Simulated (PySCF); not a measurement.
## Diatomics of F with the alkaline earths

CCSD(T) with triple-zeta basis sets in PySCF, for the lowest determinant that a PBE0 search found; no spin–orbit coupling. De refers to high-spin ground-configuration atoms.

| M | basis | reference, frozen orbitals | state (unpaired electrons) | Re (Å) | ωe (cm⁻¹) | De (eV) |
| --- | --- | --- | --- | --- | --- | --- |
| Be | x2c-TZVPPall | UHF, 1 | doublet (σ ↑) | 1.375 | 1228 | 5.45 |
| Mg | x2c-TZVPPall | UHF, 2 | doublet (σ ↑) | 1.764 | 703 | 4.29 |
| Ca | def2-TZVPP | UHF, 6 | doublet (σ ↑) | 1.990 | 572 | 5.06 |
| Sr | def2-TZVPP | UHF, 1 | doublet (σ ↑) | 2.093 | 484 | 5.07 |

Problem. By what factor does the harmonic wavenumber vary along the series?

Solution. At CCSD(T) it runs from 484 cm⁻¹ (SrF) to 1228 cm⁻¹ (BeF), a factor of 2.54.

The rows differ in basis set, which adds steps of its own.

Down a group the atoms grow and get heavier, so bonds lengthen and wavenumbers fall; this series shows no clear exception.

Correlated steps freeze the inner cores (1 to 6 orbitals); shallow outer-core shells are correlated. Spin–orbit coupling is left out. States were picked by a PBE0 search and need not be the measured ground states.
